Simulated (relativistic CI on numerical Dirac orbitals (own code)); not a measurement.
## Tl2+: calculation against measurement

Calculated at this level of theory: Dirac-Coulomb-Breit CI, orbitals from a KLI potential per configuration, a model potential for QED, valence Slater integrals scaled by 0.85, P86 correlation energy added to each configuration (own radial code, finite nucleus).

CI space (outside the closed core [Xe] 4f14): 5d10 6s, 5d10 6p, 5d9 6s2, 5d10 6d, 5d10 7s, 5d9 6s 6p, 5d10 7p, 5d9 6s 5f, 5d10 5f, 5d10 8s, 5d10 7d, 5d10 8p, 5d10 6f, 5d10 5g, 5d10 9s, 5d10 8d, 5d10 9p, 5d10 10s, 5d10 10p, 5d9 6s 7p, 5d9 6s 7s, 5d9 6s 6d, 5d9 6s 8s, 5d9 6s 7d, 5d9 6s 8p, 5d9 6s 6f, 5d9 6s 5g, 5d9 6s 9s. Double excitations out of closed p, d and f shells are left out; levels of such configurations are missing from the list, as are those of other unlisted configurations, and high levels can miss mixing partners.

```csv
Configuration,Term (tabulated),J,Measured (cm⁻¹),Computed,Error,Purity (%)
5d10 6s,2S,1/2,0.0,0,0,100
5d10 6p,2P°,1/2,64157.0,61896,-2261,99
5d10 6p,2P°,3/2,78970.0,75666,-3304,98
5d10 7s,2S,1/2,139209.0,132669,-6540,100
5d10 6d,2D,3/2,145355.0,138921,-6434,100
5d10 6d,2D,5/2,146669.0,140011,-6658,100
5d10 7d,2D,3/2,186356.0,179281,-7075,100
5d10 7d,2D,5/2,186948.0,179767,-7181,100
```

Measured levels from Moore, Atomic Energy Levels, vol. III, NSRDS-NBS 35 (1971 reprint of NBS Circular 467, 1958); pairs were made by configuration, J and term (by order where the table uses no LS term), so strongly mixed levels may be paired wrongly. The analysis dates from before 1960.

Mean error by configuration (cm⁻¹): 5d10 6p -2782; 5d10 7s -6540; 5d10 6d -6546; 5d10 7d -7128. Over the excited levels the mean absolute error is 5636 cm⁻¹ (7 of the 7 excited levels that our extract of the source holds in range could be paired), and the median relative error of those above 1,000 cm⁻¹ is 4.2 %.
